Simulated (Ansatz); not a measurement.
Ansatz (a program for electronic structure) input (CCSD(T)/def2-SVPD):

Ansatz 0.2 input:
```yaml
crystal:
  periodic: [false, false, false]
  atoms:
    - {symbol: Y, position_ang: [0.63292088, -0.43788230, -0.53407574]}
    - {symbol: Br, position_ang: [-2.00946717, -0.72739815, -0.26628377]}
    - {symbol: Br, position_ang: [-0.59465937, 1.92393732, -0.76342573]}
    - {symbol: Br, position_ang: [1.89887184, -0.70861318, 1.62482247]}
basis:
  gaussian:
    orbitals: def2-SVPD
total_charge: 1
magnetization: {spin_polarized: true, initial_magnetization: 1}
correlation: {method: ccsd_t, electrons: outside_noble_gas}
output: {forces: true}
```

End of the output:

```
cycle  12  -11.99660920 eV  change   -5.2e-7 eV  update   1.3e-5
cycle  13  -11.99660962 eV  change   -4.2e-7 eV  update   5.9e-6
cycle  14  -11.99660843 eV  change    1.2e-6 eV  update   3.2e-6
cycle  15  -11.99660896 eV  change   -5.3e-7 eV  update   1.9e-6
cycle  16  -11.99660864 eV  change    3.2e-7 eV  update   1.1e-6
cycle  17  -11.99660890 eV  change   -2.6e-7 eV  update   6.2e-7
cycle  18  -11.99660892 eV  change   -2.2e-8 eV  update   3.1e-7
perturbative correction -0.43768595 eV, -0.0160846620 hartree
the calculation of the forces begins
Total energy: -211013.22104694 eV, -7754.5928435766 hartree
Atom 0 at     0.632921    -0.437882    -0.534076 Å, force     0.207080    -0.168335    -0.308429 eV/Å
Atom 1 at    -2.009467    -0.727398    -0.266284 Å, force    -0.271879     0.064805    -0.019309 eV/Å
Atom 2 at    -0.594659     1.923937    -0.763426 Å, force    -0.209898     0.180957    -0.041088 eV/Å
Atom 3 at     1.898872    -0.708613     1.624822 Å, force     0.274698    -0.077427     0.368826 eV/Å
Dipole moment:     0.510274    -0.496168    -1.193961 e Å
```

The spin state was set by rule; other spins were not relaxed.
